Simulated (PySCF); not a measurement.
Static response to an electric field

Compound: C9H16.
Cartesian coordinates in Å at the PBE0-D3(BJ)/def2-SVP level; atoms count from 1:
```xyz
25
C9H16 angstrom
C      3.0791    1.0348    0.3397
C      2.3531    0.4428   -0.4290
C      1.4632   -0.2694   -1.3378
C      0.4364   -1.1734   -0.6294
C      1.1222   -2.3493    0.0547
C     -0.4363   -0.4050    0.3636
C     -1.1774    0.8219   -0.1722
C     -1.9664    1.4877    0.9504
C     -2.0868    0.4893   -1.3502
H      3.7279    1.5635    1.0125
H      2.0701   -0.8818   -2.0265
H      0.9420    0.4692   -1.9696
H     -0.2116   -1.5762   -1.4273
H      1.8198   -1.9963    0.8310
H      0.3850   -3.0082    0.5385
H      1.6965   -2.9553   -0.6633
H      0.1994   -0.0888    1.2092
H     -1.1772   -1.1087    0.7854
H     -0.4216    1.5516   -0.5155
H     -1.3118    1.7582    1.7933
H     -2.4646    2.4057    0.6021
H     -2.7466    0.8109    1.3374
H     -2.8322   -0.2729   -1.0667
H     -2.6362    1.3809   -1.6901
H     -1.5276    0.1002   -2.2149
```

Level: wB97X-D/def2-SVPD (PySCF), static field, nuclei fixed, core orbitals frozen in the response. The polarisability tensor in these axes (au):

```
x   115.30   1.11   5.73
y     1.11 104.80   6.07
z     5.73   6.07  99.97
```

Question: Give the principal values, the mean and the anisotropy Δα = √{½[(α1 − α2)² + (α2 − α3)² + (α1 − α3)²]}.

Answer: Principal values 94.97, 107.14 and 117.96 au; mean 106.69 au = 15.81 Å³ = 17.59 × 10⁻⁴⁰ C²·m²/J; Δα = 19.93 au (19 % of the mean).

Question: What is the dipole moment, and where does it point?

Answer: (-0.48, -0.31, -0.32) D, 0.65 D in size, pointing from the negative to the positive side. Measured along this direction, the outermost atoms are H10 at the negative end and H23 at the positive end.

Question: Estimate the molar refractivity from the static electronic polarisability.

Answer: Lorentz–Lorenz: R = (4π/3)N_A α = 2.5225 cm³/(mol·Å³) × 15.81 Å³ = 39.9 cm³/mol, in the limit of long wavelengths.

Question: Refractivity n − 1 of an ideal gas of it at 350 K and 1 atm, from the electronic α?

Answer: N = p/kT = 2.0968 × 10¹⁹ cm⁻³, so n − 1 = 2π × N × 15.81 × 10⁻²⁴ cm³ = 2083 × 10⁻⁶ at long wavelengths.

Question: Traceless (Buckingham) quadrupole moment about the centre of nuclear charge: eigenvalues?

Answer: -3.15, -1.56, 4.71 D·Å. The values depend on the origin, since the dipole doesn't vanish. The electronic extent ⟨r²⟩ about the same centre is 1550 bohr², a root-mean-square distance of 2.49 Å for the 70 electrons.

Question: Along which axes do the principal values lie, and how far do the nuclei extend along each?

Answer: Largest value along (0.90, 0.25, 0.37), where the nuclei span 7.10 Å; middle along (-0.39, 0.83, 0.39), 6.58 Å; least along (-0.21, -0.50, 0.84), 3.96 Å. The response follows the extents in order.

Question: Rayleigh depolarisation ratio (linearly polarised light, static tensor)?

Answer: ρ = 3Δα²/(45ᾱ² + 4Δα²) = 1191.1/(512234 + 1588.1) = 0.00232.

Isolated species at its PBE0-D3(BJ)/def2-SVP geometry (one conformer only).
